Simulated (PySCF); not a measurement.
C4H13BSi, SMILES C[SiH2]CB(C)C (GFN2-xTB optimised geometry):

```
19

Si    -0.069    -1.830     0.000
C     -0.691    -2.715     1.564
C     -0.743    -0.040     0.000
B     -0.200     0.705    -1.256
C     -0.936     0.580    -2.648
C      1.132     1.549    -1.154
H      1.402    -1.830     0.000
H     -0.538    -2.560    -1.188
H     -0.332    -3.739     1.593
H     -0.344    -2.222     2.468
H     -1.776    -2.747     1.604
H     -1.831    -0.112     0.017
H     -0.432     0.421     0.938
H     -1.920     0.121    -2.591
H     -1.045     1.545    -3.142
H     -0.333    -0.032    -3.319
H      0.894     2.560    -0.818
H      1.831     1.143    -0.425
H      1.656     1.654    -2.102
```

Level of theory: CAM-B3LYP/def2-SVP (PySCF 2.14.0).

Question: What are the frontier orbital energies and the dipole moment?

Answer: HOMO-2 -10.35 eV, HOMO-1 -9.83 eV, HOMO -9.43 eV, LUMO 0.98 eV, LUMO+1 2.35 eV; dipole moment 0.65 D.

Meta-Löwdin charges at CAM-B3LYP/def2-SVP: Si1 0.67, C2 -0.53, C3 -0.51, B4 0.26, C5 -0.41, C6 -0.41, H7 -0.12, H8 -0.12, H9 0.11, H10 0.11, H11 0.11, H12 0.11, H13 0.11, H14 0.09, H15 0.11, H16 0.11, H17 0.12, H18 0.10, H19 0.10.
